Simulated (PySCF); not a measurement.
Computed IR spectrum (relative IR intensity) of a molecule C2H7InO2. The structure is a stationary point at B3LYP-D3(BJ)/def2-SVP. The def2 effective core potentials stand for the cores of In; spin–orbit coupling is left out. One conformer was computed; it need not be the lowest. Method: B3LYP-D3(BJ)/def2-SVP in PySCF. Frequencies are harmonic and unscaled.

Lines under 2 % of the strongest are left out, and lines within 2 cm⁻¹ are merged.

```tsv
ν (cm⁻¹)	relative intensity
63	3.6
111	12
142	21
234	5.9
264	100
329	90
468	4.0
582	78
597	77
643	16
762	69
809	79
967	4.5
1044	7.5
1191	27
1400	5.9
1478	7.3
3017	37
3057	5.7
3087	21
3098	6.6
3118	18
3817	44
3828	28
```

**Question.** Which structure fits?
(A) C[CH2][In]([OH])[OH]
(B) C[O][In]([CH3])[OH]
(C) C[O][InH][O]C
(D) CC[O][InH][OH]

**Answer.** A, C[CH2][In]([OH])[OH]
